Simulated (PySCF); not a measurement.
Compound: C2H12N4Si3.
Numbering: `[CH3:1]/[N:2]=[CH:3]/[SiH:4]1[NH:5][SiH2:6][NH:7][SiH2:8][NH:9]1` (hydrogens: H10, H11, H12 on C1; H13 on C3; H14 on Si4; H15 on N5; H16, H17 on Si6; H18 on N7; H19, H20 on Si8; H21 on N9)

Method used: TDDFT wB97X-D/def2-SVPD, vertical, gas phase, core orbitals frozen in the response in PySCF. The structure is a single PBE0-D3(BJ)/def2-SVP conformer in the gas phase; no vibrational or solvent corrections.

Broadening: Gaussians 0.3 eV wide at half height, area fixed by f = 4.319×10⁻⁹ ∫ε dν̃. The width is an assumption, not a result. The curve ends short of the highest state used, and states not computed would add to its high-energy end.

```tsv
E (eV)	ε (L mol⁻¹ cm⁻¹)
4.04	0
4.09	1
4.14	3
4.20	11
4.25	24
4.30	48
4.35	80
4.40	115
4.45	141
4.50	149
4.55	135
4.60	104
4.65	69
4.70	40
4.75	19
4.81	7
4.86	2
4.91	1
4.96	0
5.01	0
5.06	0
5.11	0
5.16	0
5.21	0
5.26	0
5.31	0
5.37	0
5.42	1
5.47	4
5.52	13
5.57	36
5.62	83
5.67	164
5.72	277
5.77	402
5.82	500
5.87	535
5.93	481
5.98	383
6.03	284
6.08	212
6.13	174
6.18	157
6.23	141
6.28	123
6.33	113
6.38	140
6.43	248
6.49	548
6.54	962
6.59	1479
6.64	1985
6.69	2349
6.74	2500
6.79	2489
6.84	2480
```

Question: Where are the band maxima, and which computed states make them?

Answer: 276 nm (4.49 eV), ε about 150, made up of S1 (100%); 211 nm (5.87 eV), ε about 540, made up of S2 (99%); 183 nm (6.76 eV), ε about 2500, made up of S4 (71%) and S5 (21%) (ε in L mol⁻¹ cm⁻¹; maxima over ε = 5, shares over 10%). At its high-energy end, 6.84 eV, the curve is still rising (ε about 2500, from S4, S5 and S6). The states used: S1 4.49 eV (f 0.0017); S2 5.87 eV (f 0.0059); S3 6.20 eV (f 0.0015); S4 6.70 eV (f 0.022); S5 6.85 eV (f 0.0078); S6 6.98 eV (f 0.0069); S7 7.04 eV (f 0.0047); S8 7.12 eV (f 0.019); S9 7.25 eV (f 0.225); S10 7.44 eV (f 0.0008).

Question: On this curve, what absorbance would a 10⁻³ mol/L sample give at 254 nm over a 1 cm path?

Answer: 254 nm is 4.881 eV, where ε is about 1.4 L mol⁻¹ cm⁻¹, so A = ε c l ≈ 0.0014 (Beer–Lambert, with the gas-phase spectrum and the assumed width).

Question: What would ε be at 6.76 eV, the highest of these maxima, with half the width (0.15 eV)?

Answer: About 2940 L mol⁻¹ cm⁻¹ against 2510, a factor of about 1.2; a lone state at its own centre would give exactly 2.

Question: Coming from long wavelengths, where does ε first pass 100 L mol⁻¹ cm⁻¹?

Answer: At about 283 nm (4.38 eV), 0.11 eV below S1.

All these states lie below the vertical ionisation energy of 9.01 eV (ΔSCF).
